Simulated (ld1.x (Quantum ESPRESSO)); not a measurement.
## niobium: one change to an RRKJ potential, before and after

Nb (Z = 41), norm-conserving RRKJ (Kleinman–Bylander form), made with ld1.x (Quantum ESPRESSO) 7.5 (PBE, scalar-relativistic). Core [Kr], reference 4d4 5s1 5p0. Waves: 5p (bound, empty): rc 3.00 bohr; 4d (bound): rc 1.60 bohr; 5s (bound): rc 3.30 bohr. Local part: the s channel. Core correction: Bessel-smoothed model core inside 1.65 bohr.

Change: core correction none.

Cutoffs: the cutoffs (Ry, on a coarse ladder) from which the occupation-weighted sum of valence levels, in a spherical-Bessel basis at the reference potential, stays within 10 and 1 mRy of its value at 400 Ry; they do not see the model core or the augmentation charge, which bear on the density cutoff. Errors are all-electron minus pseudo energies relative to the spin-unpolarised reference configuration.

Task: How do hardness, ghosts and transferability respond?

Result: The potential gets neither clearly harder nor softer (35 Ry and 60 Ry → 35 Ry and 60 Ry); of the 7 tests that both files solve, the error grows in 1 and shrinks in 6 by more than 15 % and 0.3 meV (median size 71.4 → 26.7 meV); neither file shows a bound ghost.

```csv
quantity,base,changed
"cutoff, loose",35 Ry,35 Ry
"cutoff, tight",60 Ry,60 Ry
bound ghosts,none,none
"error for 4d4 5s0 5p0, meV [ΔE 6.64 eV]",-16,+22
"error for 4d3 5s0 5p0, meV [ΔE 20.68 eV]",-123,+27
"error for 4d2 5s0 5p0, meV [ΔE 45.40 eV]",-666,-71
"error for 4d4.5 5s0.5 5p0, meV [ΔE 0.56 eV]",-17,-9.4
"error for 4d3 5s1 5p0, meV [ΔE 7.02 eV]",-71,-36
"error for 4d3 5s2 5p0, meV [ΔE -0.52 eV]",-87,-36
"error for 4d4 5s0.5 5p0, meV [ΔE 2.64 eV]",-3.9,+2.7
s: phases at 3.60 bohr within 0.05 rad from the reference energy up to (Ry; the scan ends near 5),1.3,1.3
p: phases at 3.60 bohr within 0.05 rad from the reference energy up to (Ry; the scan ends near 5),1.8,1.8
d: phases at 3.60 bohr within 0.05 rad from the reference energy up to (Ry; the scan ends near 5),0.6,0.6
```
